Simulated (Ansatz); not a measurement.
The cluster AgPd2. Charge 0, multiplicity 2. Geometry r2SCAN-D4/def2-TZVPD, that of the charge -1 singlet; atoms count from 1.

```xyz
3

Pd   -1.1127   -0.5004   -0.8702
Pd   -0.2137    0.1362    1.4770
Ag    1.3264    0.3642   -0.6069
```

In the def2 sets Ag, Pd take a core potential; there is no spin–orbit coupling. The structure comes from a short search, and lower isomers may exist.

Problem. Estimate the Mulliken populations from the PBE0/def2-TZVPD orbitals of Ansatz.

Solution. 
| atom | charge (e) | spin (α − β) | d electrons |
| --- | --- | --- | --- |
| Pd1 | -0.04 | 0.52 | 9.35 |
| Pd2 | -0.04 | 0.52 | 9.35 |
| Ag3 | 0.07 | -0.04 | 9.93 |
Mulliken values depend strongly on the basis. With diffuse functions, as here, like atoms can get unlike values, and bond orders can come out too low or too high.

Problem. Where does the spin sit?

Solution. Summed by element: Pd 1.04, Ag -0.04, of 1 unpaired in all. Largest on single atoms: Pd2 0.52, Pd1 0.52, Ag3 -0.04.

Problem. And the Mayer bond orders between heavy atoms (over 0.3)?

Solution. Pd1–Pd2 0.91 (2.59 Å); Pd1–Ag3 0.58 (2.60 Å); Pd2–Ag3 0.58 (2.60 Å).
